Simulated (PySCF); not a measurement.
## A small calculation by hand: chemical shift, span and skew from a shielding tensor

H₇Si₃, SMILES [SiH2][SiH2][SiH3] (connectivity only; charge and spin as stated), charge +1, multiplicity 1. Atoms are numbered in the order given.

```xyz
10

Si     1.7995     0.5718    -0.1463
Si     0.0250    -0.8594    -0.5603
Si    -1.7393     0.2493     0.6570
H      2.6382     0.4994     1.0779
H      2.0621     1.8025    -0.9359
H     -0.1826    -0.8516    -2.0306
H      0.4078    -2.1687     0.0267
H     -2.8810    -0.6837     0.4752
H     -1.9427     1.5708     0.0139
H     -1.2934     0.3673     2.0674
```
Charge +1, spin multiplicity 1.

Coordinates come from a B3LYP-D3(BJ)/def2-SVP optimisation. The multiplicity is an assumed one; other spin states were not compared. The isomer is the one that the SMILES or the coordinates give; other isomers of the formula were not compared.

GIAO shieldings from PBE0/pcSseg-1 run with PySCF, non-relativistic, no solvent. The symmetric part of the tensor of Si3 has the principal values 432.0, 456.1, 483.7 ppm. The same nucleus in TMS has σ = 352.7 ppm at this level (PySCF, at its B3LYP-D3(BJ)/def2-TZVP geometry).

Problem. Work out the isotropic shielding, the ²⁹Si shift against TMS, the span and the skew.

Solution. 
σ(iso) = (σ11 + σ22 + σ33)/3 = 457.3 ppm. δ = σ(ref) − σ(iso) = 352.7 − (457.3) = -104.6 ppm.
Span Ω = σ33 − σ11 = 51.7 ppm. Skew κ = 3(σ(iso) − σ22)/Ω = 0.07. Tumbling in solution averages the tensor to δ; in a static solid the shielding alone would spread this spin-1/2 line over Ω.
